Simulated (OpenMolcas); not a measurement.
**OpenMolcas run: Yb4+**

Input:

```
&GATEWAY
Coord
1

Yb 0.0 0.0 0.0
Basis=ANO-R3
Group=XYZ
NoMove
AngMom=0.0 0.0 0.0
AMFI
&SEWARD
&RASSCF
FileOrb=start.orb
Symmetry=1
Spin=3
nActEl=12 0 0
Inactive=15 12
Ras2=0 7
CIRoot=21 21 1
SDav=21
CIMx=300
Iter=120 100
PrWF=0.3
OrbListing=Nothing
MaxOrb=0
Atom
>>> COPY $Project.JobIph JOB001
&RASSCF
FileOrb=start.orb
Symmetry=1
Spin=1
nActEl=12 0 0
Inactive=15 12
Ras2=0 7
CIRoot=28 28 1
SDav=28
CIMx=300
Iter=120 100
PrWF=0.3
OrbListing=Nothing
MaxOrb=0
Atom
>>> COPY $Project.JobIph JOB002
&RASSI
NrOfJobIphs=2 18 9
1 2 3 4 5 6 7 8 9 10 11 12 13 14 15 16 17 18
1 2 3 4 5 6 7 8 9
IphNames
JOB001
JOB002
EJob
SpinOrbit
DIPRint=1.0
SOCoupling=1000.0
Subsets=2
MEES
Property=10
'ANGMOM' 1 'ANGMOM' 2 'ANGMOM' 3 'MLTPL  1' 1 'MLTPL  1' 2 'MLTPL  1' 3
'AMFI' 1 'AMFI' 2 'AMFI' 3 'MLTPL  2' 6
SOProperty=3
'ANGMOM' 1 'ANGMOM' 2 'ANGMOM' 3
```

Launched by
```bash
OMP_NUM_THREADS=1 MOLCAS_MEM=2252 MOLCAS_PROJECT=a pymolcas a.inp > a.log  # once for each step of the input, in one work folder
```

A driver script runs the steps one by one and writes start.orb anew before each from the orbitals found so far.

Output, cut to the results:

```
--- SEWARD ---
Basis set label: YB.ANO-R...9S8P5D5F3G2H.

      Electronic valence basis set:
      ------------------
      Associated Effective Charge  70.000000 au
      Associated Actual Charge     70.000000 au
      Nuclear Model: Finite nucleus - Gaussian distribution
        Gaussian exponent, Xi/bohr**(-2):  1.53143E+08

      Shell  nPrim  nBasis  Cartesian Spherical Contaminant
         s      25       9        X
         p      20       8        X
         d      12       5                 X
         f      10       5                 X
         g       6       3                 X
         h       4       2                 X
                  Relativistic X2C integrals
                  Atomic mean-field integrals
--- RASSCF ---
Wave function specifications:
      -----------------------------

      Number of closed shell electrons          54
      Number of electrons in active shells      12
      Max number of holes in RAS1 space          0
      Max nr of electrons in RAS3 space          0
      Number of inactive orbitals               27
      Number of active orbitals                  7
      Number of secondary orbitals             108
      Spin quantum number                      1.0
      State symmetry                             1
Orbital specifications:
      -----------------------

      Symmetry species                           1   2
                                                ag  au
      Frozen orbitals                            0   0
      Inactive orbitals                         15  12
      Active orbitals                            0   7
      RAS1 orbitals                              0   0
      RAS2 orbitals                              0   7
      RAS3 orbitals                              0   0
      Secondary orbitals                        46  62
      Deleted orbitals                           0   0
      Number of basis functions                 61  81
      Number of CSFs                            21
      Number of root(s) required                21
      Iter CI   SX   CI       RASSCF       Energy    max ROT     max BLB   max BLB  Level Ln srch  Step   QN
          iter iter root      energy       change     param      element    value   shift minimum  type update
 Nr of preliminary CI iterations:   1
      Total energies have been shifted. Add               -14000.00 au
        1   1   12    0   -51.08454150    0.00E+00  -1.10E-01*  13  32 2  9.51E-01*  0.00   0.00    SX    NO
        2   1   14    0   -51.51372478   -4.29E-01*  7.29E-02   18  37 2 -6.00E-01*  0.00   0.00    SX    NO
        3   1   13    0   -51.55009816   -3.64E-02* -7.63E-02   16  35 2  6.37E-01*  0.00   0.00    SX    NO
        4   1   13    0   -51.59007904   -4.00E-02*  7.35E-02   13  32 2 -5.56E-01*  0.00   0.00    SX    NO
        5   1   13    0   -51.58752898    2.55E-03* -2.22E-02   13  32 2  5.97E-01*  0.00   0.50    LS   YES
        6   1   13    0   -51.81107650   -2.24E-01*  2.83E-02   19  38 2  2.36E-01*  0.00   1.65    SX   YES
        7   1   13    0   -51.82827861   -1.72E-02*  2.23E-02   19  38 2 -1.74E-01*  0.00   0.57    SX   YES
        8   1   13    0   -51.83419336   -5.91E-03*  2.00E-02   19  38 2  1.55E-01*  0.00   0.54    SX   YES
        9   1   13    0   -51.83814842   -3.96E-03* -1.80E-02   19  38 2 -1.34E-01*  0.00   0.53    SX   YES
       10   1   13    0   -51.84004482   -1.90E-03*  1.68E-02   19  38 2  1.27E-01*  0.00   0.52    SX   YES
        ...
       25   1   12    0   -51.85105485   -5.26E-03* -2.66E-03   16  35 2 -3.87E-02*  0.00   0.70    QN   YES
       26   1    9    0   -51.85221622   -1.16E-03* -3.72E-05   19  45 2  3.52E-04*  0.00   1.00    QN   YES
       27   1    8    0   -51.85221635   -1.36E-07* -8.53E-06   15  18 1 -5.69E-05   0.00   1.09    QN   YES
       28   1    4    0   -51.85221636   -2.99E-09  -4.08E-07   19  38 2  3.80E-06   0.00   1.01    QN   YES
      Convergence after 28 iterations
       29   1    4    0   -51.85221636   -4.37E-11  -4.08E-07    3  18 1  6.18E-07   0.00   1.01    QN   YES
      Natural orbitals and occupation numbers for root  1
      sym 2:   1.936838   1.362499   1.936838   2.000000   1.362499   1.700663   1.700663
      Natural orbitals and occupation numbers for root  2
      sym 2:   2.000000   1.662130   1.380286   1.957583   1.662130   1.957583   1.380286
      Natural orbitals and occupation numbers for root  3
      sym 2:   1.985422   2.000000   1.422853   1.985422   1.591725   1.591725   1.422853
...
--- RASSI ---
SPIN-FREE ENERGIES:
  (Shifted by EMIN (a.u.) =     -14051.8913959695)

 SF State       Relative EMIN(au)   Rel lowest level(eV)    D:o, cm**(-1)      L_eff

     1             0.0000000000        0.0000000000              0.0000         5.0
     2             0.0000000000        0.0000000000              0.0000         5.0
     3             0.0000000000        0.0000000000              0.0000         5.0
     4             0.0000000000        0.0000000000              0.0000         5.0
     5             0.0000000000        0.0000000000              0.0000         5.0
     6             0.0000000000        0.0000000000              0.0000         5.0
     7             0.0000000000        0.0000000000              0.0000         5.0
     8             0.0000000000        0.0000000000              0.0000         5.0
     9             0.0000000000        0.0000000000              0.0000         5.0
    10             0.0000000000        0.0000000000              0.0000         5.0
    11             0.0000000000        0.0000000000              0.0000         5.0
    12             0.0391796120        1.0661315551           8598.9309         3.0
    13             0.0391796120        1.0661315551           8598.9309         3.0
    14             0.0391796120        1.0661315551           8598.9309         3.0
    15             0.0391796120        1.0661315551           8598.9309         3.0
    16             0.0391796120        1.0661315551           8598.9309         3.0
    17             0.0391796120        1.0661315551           8598.9309         3.0
    18             0.0391796120        1.0661315551           8598.9309         3.0
    19             0.0448795290        1.2212341981           9849.9181         4.0
    20             0.0448795290        1.2212341981           9849.9181         4.0
    21             0.0448795290        1.2212341981           9849.9181         4.0
...
```

Levels above the lowest, from the spin-orbit matrix, grouped by J:

```
Configuration  Term  J  E (cm-1)  Measured (cm-1)  Term weight %  Second
         4f12    3H  6       0.0              0.0            100        
         4f12    3F  4      6966                              55   35 1G
         4f12    3H  5      9367             9580            100        
         4f12    3H  4     14872            14405             57   34 3F
         4f12    3F  3     17966            16372            100        
         4f12    3F  2     22649                             100
```

Against the 3 measured excited levels shown (the list in Tchang-Brillet, Wyart, Meftah and Ait Mammar, Atoms 6, 52 (2018)) the mean absolute deviation is 760 cm-1; the largest miss in energy is 4f12 3F3: computed 17966, measured 16372 cm-1 (+9.7 %).

Some high roots are left out of the spin-orbit mixing, which shifts the levels that they would mix with. Without dynamic correlation excited terms often stand tens of per cent too high (terms of higher spin than the ground term too low), and those without a measured partner can miss by more than the paired ones. Measured partners are found by configuration, term and J. A level has none where our copy of the source lacks it or the pairing is in doubt (some pairs that miss far off the trend of their configuration count as doubtful), and it then counts in no deviation. Levels of configurations outside the active space are missing. The first state left out of the spin-orbit step lies near 30000 cm-1 above the lowest spin-free state of the reference (among the parities and spins computed), and the list stops at four fifths of that energy or lower.

The RASSCF and RASSI steps took 23 s on 1 thread of AMD EPYC 9R45 96-Core Processor (Zen 5), on a shared host; the integral step is not counted.

The term weight is that of the spin-free term in the level, not the purity of its configuration.
